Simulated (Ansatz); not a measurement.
Abridged output of a molecular run in Ansatz:

```
Functional definition: HF
3571 factors; integrals over basis functions are off by at most 1.1e-3 eV
mean field evaluation 1: about -90879.1025 eV, gradient 5.4e1 eV
mean field evaluation 2: about -90879.6398 eV, gradient 5.4e1 eV
mean field evaluation 4: about -90887.1978 eV, gradient 7.8e0 eV
mean field evaluation 8: about -90887.3499 eV, gradient 4.3e-1 eV
mean field -90887.35049222 eV, -3340.0485249303 hartree, gradient 1.6e-6 eV, S^2 0.000000; 0 other end points of the search recorded, 0 dependent functions left out
27 core orbitals not correlated: weight in the atoms' cores, before any rotation towards them, 1.000 or more for the frozen orbitals, at most 0.000 for the correlated occupied ones
reference -90887.35049222 eV, -3340.0485249303 hartree; 39, 39 occupied and 538, 538 virtual orbitals, 3571 factors
second order -57.48079129 eV of doubles, -0.00000000 eV of singles
cycle   1  -58.45132230 eV  change   -9.7e-1 eV  update   1.6e-1
cycle   2  -59.85101097 eV  change    -1.4e0 eV  update   4.3e-2
cycle   3  -60.11368101 eV  change   -2.6e-1 eV  update   2.2e-2
cycle   4  -60.09448894 eV  change    1.9e-2 eV  update   4.9e-3
cycle   5  -60.09294918 eV  change    1.5e-3 eV  update   2.8e-3
cycle   6  -60.09433339 eV  change   -1.4e-3 eV  update   9.7e-4
cycle   7  -60.09393116 eV  change    4.0e-4 eV  update   4.9e-4
cycle   8  -60.09385519 eV  change    7.6e-5 eV  update   1.5e-4
cycle   9  -60.09389885 eV  change   -4.4e-5 eV  update   6.6e-5
perturbative correction -2.54146247 eV, -0.0933970231 hartree
Total energy: -90949.98585354 eV, -3342.3503320029 hartree
```

Its atoms:

```xyz
27

C     2.351   -1.024   -2.279
C     1.125   -0.128   -2.291
N     0.699    0.252   -0.954
C     1.556    1.216   -0.296
Ge   -1.065    0.345   -0.586
Cl   -1.975   -1.436   -1.399
Cl   -2.002    2.001   -1.616
N    -1.371    0.531    1.196
C    -2.477    1.367    1.625
C    -1.244   -0.656    2.036
C     0.033   -1.442    1.828
H     2.620   -1.305   -3.300
H     2.153   -1.935   -1.711
H     3.216   -0.526   -1.837
H     0.305   -0.659   -2.781
H     1.325    0.770   -2.895
H     1.120    1.516    0.659
H     1.708    2.120   -0.904
H     2.538    0.781   -0.087
H    -2.293    1.700    2.652
H    -3.441    0.838    1.613
H    -2.566    2.250    0.995
H    -2.113   -1.320    1.907
H    -1.279   -0.304    3.074
H     0.072   -2.263    2.547
H     0.094   -1.877    0.829
H     0.912   -0.813    1.976
```

**Question.** Which basis set was used?
A. def2-SVPD
B. cc-pV(Q+d)Z
C. def2-TZVPP
D. def2-TZVPPD

**Answer.** C. It gives 604 functions.

**Question.** Write the keys of the input that set method, charge and spin (a neutral closed shell needs none for the last two).

**Answer.** 
```yaml
correlation: {method: ccsd_t}
```
